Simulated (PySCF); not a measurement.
One of the candidates below gave these computed data.

All candidates are C8H9Cl.

| technique | computed result |
| --- | --- |
| 1H NMR | chemical shifts (computed TMS as zero) by class: 6.04 (1 H), 5.66 (1 H), 3.64 (1 H), 3.22 (1 H), 2.69 (1 H), 2.55 (1 H), 2.53 (1 H), 2.26 (1 H), 1.77 (1 H) ppm [GIAO PBE0/pcSseg-1] |
| NMR, other nuclei | isotropic shieldings of nuclei other than C and H, by class: 866 (1 Cl) ppm [GIAO PBE0/pcSseg-1] |
| 13C NMR | chemical shifts (computed TMS as zero) by class: 142.8 (1 C), 141.3 (1 C), 93.0 (1 C), 78.2 (1 C), 57.1 (1 C), 52.9 (1 C), 37.7 (1 C), 35.5 (1 C) ppm [GIAO PBE0/pcSseg-1] |
| Dipole | 2.33 D [PBE0/pcSseg-1] |
| Rotational structure | rotational constants A, B, C: 2.015, 1.105, 0.881 GHz [GFN2-xTB] |

The electronic properties come from PySCF, for the isolated species, density fitting. Levels stand in brackets. One conformer (not necessarily the lowest) at the GFN2-xTB geometry, without solvent, vibrations or thermal averaging. Each NMR value is the plain mean over a class of atoms that symmetry, rotation or inversion makes alike.

Problem. Which candidate is it?
A. `C#C[C@]1(CCl)C=CCC1`
B. `C/C=C\C=C\C#CCCl`
C. `C=C1C=C(C)C(CCl)=C1`

Solution. A. It is `C#C[C@]1(CCl)C=CCC1`. Numbering: `[CH:1]#[C:2][C@:3]1([CH2:4][Cl:5])[CH:6]=[CH:7][CH2:8][CH2:9]1`. Its formula, C8H9Cl, gives 4 degrees of unsaturation: 1 ring and 3 π bonds in the structure found. 8 carbons fall into 8 classes; from least to most shielded: alkene CH carbon [C7] (142.8 ppm), alkene CH carbon [C6] (141.3 ppm), alkyne carbon [C2] (93.0 ppm), terminal alkyne carbon [C1] (78.2 ppm), sp3 C–Cl carbon [C4] (57.1 ppm), allylic carbon [C3] (52.9 ppm), ring CH2 carbon [C9] (37.7 ppm), allylic carbon [C8] (35.5 ppm). Hydrogen classes from least to most shielded: 1 H on an alkene CH carbon, C7 (6.04 ppm), 1 H on an alkene CH carbon, C6 (5.66 ppm), 1 H on an sp3 C–Cl carbon, C4 (3.64 ppm), 1 H on an sp3 C–Cl carbon, C4 (3.22 ppm), 1 H on a ring CH2 carbon, C9 (2.69 ppm), 1 H on an allylic carbon, C8 (2.55 ppm), 1 H on an allylic carbon, C8 (2.53 ppm), 1 H on a ring CH2 carbon, C9 (2.26 ppm), 1 H on a terminal alkyne carbon, C1 (1.77 ppm). The other shieldings belong to: 866 ppm, alkyl chlorine [Cl5]. The optimised geometry has point group C1 and is an asymmetric top.

The others, at the same levels:
- `C/C=C\C=C\C#CCCl` fails: its computed 13C shifts are 145.1 (1 C), 139.5 (1 C), 135.6 (1 C), 116.4 (1 C), 97.8 (1 C), 96.8 (1 C), 39.2 (1 C), 17.4 (1 C) ppm, 1H shifts are 7.21 (1 H), 6.29 (1 H), 5.90 (1 H), 5.77 (1 H), 4.53 (2 H), 1.99 (3 H) ppm and rotational constant A is 6.546 GHz (against 2.015 GHz).
- `C=C1C=C(C)C(CCl)=C1` fails: its computed 13C shifts are 158.1 (1 C), 152.9 (1 C), 152.0 (1 C), 131.9 (1 C), 131.2 (1 C), 127.6 (1 C), 46.0 (1 C), 15.8 (1 C) ppm, 1H shifts are 6.30 (1 H), 6.15 (1 H), 6.03 (1 H), 6.02 (1 H), 4.49 (2 H), 2.32 (3 H) ppm and rotational constant A is 2.501 GHz (against 2.015 GHz).

Each candidate is one conformer, not necessarily the lowest. Dipoles, sizes and rotational constants follow the conformer. The torsions of the flexible species, by atom-mapped SMILES:
- `[CH3:1]/[CH:2]=[CH:3]\[CH:4]=[CH:5]\[C:6]#[C:7][CH2:8][Cl:9]`: C2–C3–C4–C5 180°
- `[CH2:1]=[C:2]1[CH:3]=[C:4]([CH3:5])[C:6]([CH2:7][Cl:8])=[CH:9]1`: C4–C6–C7–Cl8 -76°

The conformers of `C#C[C@]1(CCl)C=CCC1` aren't listed.
